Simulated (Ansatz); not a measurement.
Ideal-gas functions of AlH4NO2 (`[NH2][Al]([OH])[OH]`) at 800 K and 1 bar, from an Ansatz frequency run at PBE0-D4/def2-TZVP.

Molar mass 77.02 g/mol, point group Cs (symmetry number 1), electronic degeneracy 1, moments of inertia 76.851, 81.82, 158.671 u Å². Harmonic wavenumbers (cm⁻¹, unscaled): 204, 223, 227, 284, 311, 342, 365, 593, 640, 669, 707, 914, 937, 1566, 3624, 3715, 3971, 3979.

Use S(trans) = R[1.5 ln M + 2.5 ln T − 1.1517]; rotational temperatures θ = 24.2544 K / I; S(rot) = R[ln(√π/σ · √(T³/θAθBθC)) + 1.5]; for each mode x = 1.438777 ν̃/T, S = R[x/(eˣ − 1) − ln(1 − e⁻ˣ)] and H = RT x/(eˣ − 1); 1 cm⁻¹ = 0.0119627 kJ/mol; R = 8.31446 J/(mol·K).

Task: By hand: the entropy, in J/(mol·K).

Result: Translation 183.5. Rotation: θ = 0.3156, 0.2964, 0.1529 K, giving 118.3. Vibration, mode by mode: 16.70, 15.97, 15.82, 13.99, 13.25, 12.49, 11.96, 8.16, 7.59, 7.26, 6.86, 5.06, 4.89, 2.00, 0.09, 0.08, 0.05, 0.05, in all 142.3. Electronic 0.0. Sum 444.1 J/(mol·K).

Task: By hand: H − E and G − E in kJ/mol, counted from the electronic energy.

Result: Zero-point energy ½ × 23271 × 0.0119627 = 139.2; thermal vibration 56.4; translation, rotation and pV give 4 RT = 26.6. H − E = 222.2 kJ/mol, and G − E = 222.2 − 800 × 444.1/1000 = -133.1 kJ/mol.

Vibration gives 32 % of the entropy. The sum counts one conformer and one mirror image; others add a mixing term.
